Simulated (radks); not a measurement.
Problem. The table gives one normalised radial function P(r) = r R(r) of Au2.3+ in [Xe] 4f14 5d(up 5, down 3.7) (r in bohr). Calculated with a radial shooting solver on a logarithmic mesh with Libxc functionals: scalar-relativistic Kohn-Sham, BLYP, spin-polarised, spherical densities, point nucleus.

| r | P |
|---|---|
| 0.0006337 | 0.0000 |
| 0.0007319 | 0.0000 |
| 0.0008452 | 0.0000 |
| 0.0009683 | 0.0000 |
| 0.001118 | 0.0000 |
| 0.001292 | 0.0000 |
| 0.001492 | 0.0000 |
| 0.001723 | 0.0000 |
| 0.001974 | 0.0001 |
| 0.002279 | 0.0001 |
| 0.002632 | 0.0001 |
| 0.00304 | 0.0002 |
| 0.003511 | 0.0002 |
| 0.004055 | 0.0003 |
| 0.004645 | 0.0005 |
| 0.005365 | 0.0007 |
| 0.006196 | 0.0011 |
| 0.007155 | 0.0016 |
| 0.008263 | 0.0023 |
| 0.009467 | 0.0033 |
| 0.01093 | 0.0048 |
| 0.01263 | 0.0070 |
| 0.01458 | 0.0100 |
| 0.01684 | 0.0143 |
| 0.01929 | 0.0199 |
| 0.02228 | 0.0279 |
| 0.02573 | 0.0388 |
| 0.02972 | 0.0533 |
| 0.03432 | 0.0720 |
| 0.03932 | 0.0942 |
| 0.04541 | 0.1227 |
| 0.05245 | 0.1561 |
| 0.06057 | 0.1931 |
| 0.06995 | 0.2309 |
| 0.08079 | 0.2650 |
| 0.09256 | 0.2881 |
| 0.1069 | 0.2952 |
| 0.1234 | 0.2762 |
| 0.1426 | 0.2238 |
| 0.1647 | 0.1348 |
| 0.1886 | 0.0202 |
| 0.2179 | -0.1217 |
| 0.2516 | -0.2637 |
| 0.2906 | -0.3782 |
| 0.3356 | -0.4363 |
| 0.3845 | -0.4194 |
| 0.444 | -0.3174 |
| 0.5128 | -0.1371 |
| 0.5922 | 0.0973 |
| 0.6839 | 0.3509 |
| 0.7835 | 0.5738 |
| 0.9049 | 0.7601 |
| 1.045 | 0.8736 |
| 1.207 | 0.9072 |
| 1.394 | 0.8686 |
| 1.61 | 0.7752 |
| 1.844 | 0.6556 |
| 2.13 | 0.5153 |
| 2.46 | 0.3783 |
| 2.841 | 0.2577 |
| 3.281 | 0.1613 |
| 3.759 | 0.0946 |
| 4.341 | 0.0479 |
| 5.013 | 0.0211 |

Which n and l does it have? It may be an empty orbital.

Solution. n = 5, l = 2: the number of nodes gives n - l - 1 = 2, the rise at small r (about r^(l+1), flatter next to the nucleus through relativity) gives l, and the extent must fit the shell. The curve is that of 5d down; the table hardly tells the two spins apart. 5d down: eigenvalue -30.636 eV, 2 radial nodes at r = 0.193, 0.559 bohr, <r> = 1.49 bohr, 90 % of the charge inside 2.28 bohr.
